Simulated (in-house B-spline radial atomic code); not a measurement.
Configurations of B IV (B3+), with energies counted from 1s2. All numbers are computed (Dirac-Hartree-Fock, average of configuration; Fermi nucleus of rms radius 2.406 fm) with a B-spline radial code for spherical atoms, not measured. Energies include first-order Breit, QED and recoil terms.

```csv
configuration,E - E(ref) (eV),highest orbital,its <r> (bohr)
1s1 (2p1/2)1,202.57,2p1/2,1.216
1s1 (4p3/2)1,244.4,4p3/2,5.686
1s1 (4d3/2)1,244.54,4d3/2,5.247
1s1 (4f7/2)1,244.54,4f7/2,4.5
1s1 (5d5/2)1,249.44,5d5/2,8.621
```
